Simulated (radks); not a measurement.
Isoelectronic series with 8 electrons, all held in the configuration [He] 2s2 2p4, which need not be the ground one along the series. Method: non-relativistic Kohn-Sham, LDA (Slater exchange, Perdew-Wang correlation), spin-polarised, spherical densities, point nucleus; open shells are filled with parallel spins first; computed with a radial shooting solver on a logarithmic mesh with Libxc functionals. Total energies (hartree) and orbital eigenvalues (eV):

| ion | E (hartree) | 2p down | 2p up | 2s down | 2s up |
|---|---|---|---|---|---|
| O | -74.52483 | -7.4135 | -10.3632 | -21.8152 | -24.9052 |
| F+ | -98.44751 | -26.1912 | -30.0190 | -44.7528 | -48.5004 |
| Ne2+ | -125.88665 | -52.1984 | -56.8909 | -74.9530 | -79.3738 |
| Mg4+ | -191.28838 | -125.1539 | -131.5584 | -156.3390 | -162.1098 |
| Al5+ | -229.24556 | -171.9750 | -179.2318 | -207.3857 | -213.8311 |
| Si6+ | -270.70515 | -225.6532 | -233.7613 | -265.2930 | -272.4125 |
| P7+ | -315.66641 | -286.1735 | -295.1323 | -330.0442 | -337.8377 |
| S8+ | -364.12886 | -353.5258 | -363.3350 | -401.6288 | -410.0959 |
| Cl9+ | -416.09216 | -427.7032 | -438.3629 | -480.0392 | -489.1800 |
| Ar10+ | -471.55608 | -508.7009 | -520.2111 | -565.2702 | -575.0847 |
| K11+ | -530.52043 | -596.5152 | -608.8760 | -657.3181 | -667.8062 |
| Ca12+ | -592.98510 | -691.1434 | -704.3550 | -756.1800 | -767.3419 |
| Sc13+ | -658.95000 | -792.5835 | -806.6461 | -861.8538 | -873.6896 |
| Ti14+ | -728.41505 | -900.8338 | -915.7477 | -974.3378 | -986.8476 |
| V15+ | -801.38020 | -1015.893 | -1031.658 | -1093.631 | -1106.815 |
| Cr16+ | -877.84542 | -1137.760 | -1154.378 | -1219.732 | -1233.590 |
| Mn17+ | -957.81067 | -1266.435 | -1283.904 | -1352.640 | -1367.172 |
